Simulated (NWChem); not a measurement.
Species: C5H5F; SMILES C#CCC(=C)F

```xyz
11

C      0.2836    -2.6146     0.4830
C     -0.0020    -1.5896    -0.0927
C     -0.3521    -0.3550    -0.7891
C     -0.1120     0.8818     0.0242
C     -1.0072     1.8027     0.3655
F      1.1652     1.0075     0.3885
H      0.5386    -3.5223     0.9980
H      0.2468    -0.2846    -1.7155
H     -1.4089    -0.3822    -1.0957
H     -0.7075     2.6764     0.9465
H     -2.0506     1.6924     0.0715
```
Atoms are numbered in this order, from 1.

All runs: NWChem. Pople sets run with spherical d functions. Coordinates come from a PBE0/def2-SVP optimisation. Level: M06-2X/6-31G* with COSMO at NWChem's default radii, gas-phase geometry; the question gives the dielectric constant.

Q: What does the run give for dielectric constant 25.0? Quantities: electrostatic solvation energy (kcal/mol); dipole in solution (D).

A: 
```json
{
 "electrostatic solvation energy (kcal/mol)": "-4.8",
 "dipole in solution (D)": "1.80"
}
```
